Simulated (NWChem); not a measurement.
Molecule: C$_{3}$H$_{3}$ClF$_{2}$; SMILES F/C(=C(/F)C)Cl

```xyz
9

C     -0.4857    -2.2292     0.0000
C      0.2039    -0.9188     0.0000
F      1.5352    -0.9757     0.0000
C     -0.3884     0.2804     0.0000
F     -1.7085     0.3947     0.0000
Cl     0.4493     1.7679     0.0000
H     -0.1958    -2.8126     0.8887
H     -0.1958    -2.8126    -0.8887
H     -1.5741    -2.0978     0.0000
```
Atoms are numbered in this order, from 1.

Computed with NWChem. Pople sets run with spherical d functions. Structure relaxed at the PBE0/def2-SVP level. Level: M05-2X/6-31G* with COSMO at NWChem's default radii, gas-phase geometry; rows give the dielectric constant.

| dielectric constant | electrostatic solvation energy (kcal/mol) | dipole in solution (D) |
|---|---|---|
| 1.5 | -0.7 | 2.00 |
| 2.0 | -1.0 | 2.08 |
| 2.4 | -1.2 | 2.12 |
| 7.6 | -1.9 | 2.27 |
| 37.5 | -2.1 | 2.34 |
